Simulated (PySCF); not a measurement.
C2H6In, SMILES [CH3][In][CH3], multiplicity 2. Coordinates come from a PBE0-D3(BJ)/def2-SVP optimisation. The multiplicity is an assumed one; other spin states were not compared. The isomer is the one that the SMILES or the coordinates give; other isomers of the formula were not compared. The def2 effective core potentials stand for the cores of In; spin–orbit coupling is left out.

### Question
Give the equilibrium geometry at PBE0-D3(BJ)/def2-SVP (PySCF confirms it by a frequency run) as Cartesian coordinates in Å, and its point group. (The exact figures need the calculation; the answer reports its results.)

### Answer
point group C2.
```xyz
9

In     0.0000     0.0000     0.3286
C      1.8881    -0.0012    -0.8242
H      1.9605     0.9515    -1.3732
H      2.7680    -0.1150    -0.1775
H      1.8567    -0.8259    -1.5540
C     -1.8881     0.0012    -0.8242
H     -1.8567     0.8259    -1.5540
H     -1.9605    -0.9515    -1.3732
H     -2.7680     0.1150    -0.1775
```
Charge 0, spin multiplicity 2.
